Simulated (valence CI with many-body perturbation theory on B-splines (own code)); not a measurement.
**Energy levels of La24+**

Calculated by configuration interaction combined with many-body perturbation theory (CI+MBPT): five valence electrons over a frozen Dirac-Fock core [Ar] 3d10, radial functions for each j: 11 s, 11 p, 10 d, 8 f, 5 g, 2 h, with the one-electron correlation potential Σ1, the two-electron term Σ2, the three-electron term Σ3, Breit, model QED; selected CI, second order for the rest, scaled by the run's own slope (own B-spline code, finite nucleus).

No measured levels were compared; by estimate levels hold to about 250 cm⁻¹ or 0.2 % of their energy and the worst to 1 %, as in measured heavy ions of charge 2 to 7; those with d or f electrons hold less well. Among the levels kept, up to 2200 cm⁻¹ of a level comes from second order outside the variational space, and about a tenth of that is noise between levels of different J, which matters for small intervals.

Levels 46 to 90 of 167, with energies above the lowest level, (4s^2 4p1/2^2 4p3/2) J=3/2. "Leading %" is the weight of the configuration and term that name the level; weights of strongly mixed levels are sums over their largest components and can fall short, so below about 35 % the name and the second component can differ from the true leading terms, or belong to a minority configuration. In the jj column 3d3/2^4 stands for four electrons in 3d with j = 3/2.

```csv
No.,Configuration,Term,J,E (eV),Leading %,g,Leading jj
46,4s4p³4d,⁶D°,7/2,168.45,51,1.437,4s 4p1/2^2 4p3/2 4d3/2 (54 %)
47,4s4p³4d,⁶D°,9/2,171.45,62,1.455,4s 4p1/2^2 4p3/2 4d5/2 (80 %)
48,4s4p³4d,⁴F°,3/2,174.34,42,0.862,4s 4p1/2^2 4p3/2 4d3/2 (46 %)
49,4s4p³4d,⁴D°,5/2,176.66,36,1.362,4s 4p1/2^2 4p3/2 4d5/2 (70 %)
50,4s4p³4d,⁴G°,5/2,180.15,44,0.814,4s 4p1/2^2 4p3/2 4d3/2 (76 %)
51,4s4p³4d,⁴D°,7/2,181.97,24,1.255,4s 4p1/2^2 4p3/2 4d5/2 (34 %)
52,4s4p³4d,⁴D°,1/2,182.26,51,0.556,4s 4p1/2^2 4p3/2 4d3/2 (72 %)
53,4s4p³4d,⁴D°,7/2,185.19,27,1.159,4s 4p1/2^2 4p3/2 4d5/2 (71 %)
54,4s4p³4d,⁴D°,3/2,185.31,52,1.058,4s 4p1/2 4p3/2^2 4d3/2 (68 %)
55,4s4p³4d,⁴D°,1/2,185.51,70,0.377,4s 4p1/2 4p3/2^2 4d5/2 (32 %)
56,4p⁵,²P°,1/2,186.01,44,1.120,4p1/2 4p3/2^4 (44 %)
57,4s4p³4d,⁴F°,5/2,186.47,57,1.177,4s 4p1/2 4p3/2^2 4d3/2 (70 %)
58,4s4p³4d,⁴F°,7/2,188.57,64,1.279,4s 4p1/2 4p3/2^2 4d3/2 (49 %)
59,4s4p³4d,⁴D°,1/2,188.90,27,1.297,4s 4p1/2 4p3/2^2 4d3/2 (40 %)
60,4s4p³4d,⁴D°,3/2,189.96,46,1.356,4s 4p1/2^2 4p3/2 4d5/2 (70 %)
61,4s4p³4d,²F°,5/2,190.46,24,1.145,4s 4p1/2^2 4p3/2 4d5/2 (48 %)
62,4s4p³4d,⁴G°,9/2,191.31,63,1.266,4s 4p1/2 4p3/2^2 4d5/2 (61 %)
63,4s4p³4d,²D°,3/2,191.44,25,1.269,4s 4p1/2^2 4p3/2 4d3/2 (32 %)
64,4s4p³4d,⁴D°,7/2,191.92,47,1.223,4s 4p1/2 4p3/2^2 4d5/2 (48 %)
65,4s4p³4d,⁴F°,9/2,193.31,77,1.309,4s 4p1/2 4p3/2^2 4d5/2 (57 %)
66,4s4p³4d,⁴G°,11/2,197.02,95,1.271,4s 4p1/2 4p3/2^2 4d5/2 (95 %)
67,4s4p³4d,²G°,9/2,197.38,61,1.176,4s 4p1/2 4p3/2^2 4d5/2 (53 %)
68,4s4p³4d,⁴D°,1/2,198.28,45,0.718,4s 4p1/2 4p3/2^2 4d3/2 (28 %)
69,4s4p³4d,⁴F°,3/2,199.29,48,0.697,4s 4p1/2 4p3/2^2 4d3/2 (73 %)
70,4s4p³4d,⁴P°,5/2,199.31,48,1.423,4s 4p1/2 4p3/2^2 4d3/2 (39 %)
71,4s4p³4d,²G°,7/2,199.77,30,1.115,4s 4p1/2 4p3/2^2 4d3/2 (54 %)
72,4s4p³4d,⁴F°,5/2,199.84,22,0.948,4s 4p1/2 4p3/2^2 4d3/2 (68 %)
73,4s4p³4d,⁴S°,3/2,200.78,25,1.351,4s 4p1/2 4p3/2^2 4d3/2 (59 %)
74,4s4p³4d,²S°,1/2,201.53,43,2.071,4s 4p1/2 4p3/2^2 4d5/2 (78 %)
75,4s4p³4d,²D°,3/2,202.50,26,0.990,4s 4p1/2 4p3/2^2 4d3/2 (69 %)
76,4s4p³4d,⁴D°,5/2,202.96,39,1.256,4s 4p1/2 4p3/2^2 4d3/2 (44 %)
77,4s4p³4d,⁴D°,5/2,204.00,27,1.272,4s 4p1/2 4p3/2^2 4d5/2 (52 %)
78,4s4p³4d,⁴D°,7/2,204.08,35,1.209,4s 4p1/2 4p3/2^2 4d3/2 (64 %)
79,4s4p³4d,⁴P°,3/2,204.64,41,1.317,4s 4p1/2 4p3/2^2 4d5/2 (52 %)
80,4s4p³4d,⁴D°,7/2,205.54,40,1.212,4s 4p1/2 4p3/2^2 4d5/2 (80 %)
81,4s4p³4d,⁴P°,5/2,206.21,27,1.234,4s 4p1/2 4p3/2^2 4d5/2 (62 %)
82,4s4p³4d,²G°,9/2,206.79,54,1.151,4s 4p1/2 4p3/2^2 4d5/2 (68 %)
83,4s4p³4d,²F°,7/2,206.97,58,1.159,4s 4p1/2 4p3/2^2 4d5/2 (64 %)
84,4s4p³4d,⁴S°,3/2,207.23,35,1.577,4s 4p1/2 4p3/2^2 4d5/2 (70 %)
85,4s4p³4d,²D°,5/2,207.65,35,1.193,4s 4p1/2 4p3/2^2 4d5/2 (66 %)
86,4s4p³4d,²P°,1/2,208.13,44,1.108,4s 4p1/2 4p3/2^2 4d3/2 (69 %)
87,4s²4p4d²,⁴G°,5/2,210.01,18,0.961,4s^2 4p1/2^2 4f5/2 (28 %)
88,4s4p³4d,²P°,3/2,210.24,25,1.126,4s 4p1/2 4p3/2^2 4d5/2 (54 %)
89,4s4p³4d,⁴D°,7/2,210.43,33,1.258,4s 4p1/2 4p3/2^2 4d5/2 (59 %)
90,4s4p³4d,²F°,7/2,210.89,33,1.112,4s 4p1/2 4p3/2^2 4d5/2 (36 %)
```

Where two levels of one J and parity lie close, their mixing, g and order are uncertain.
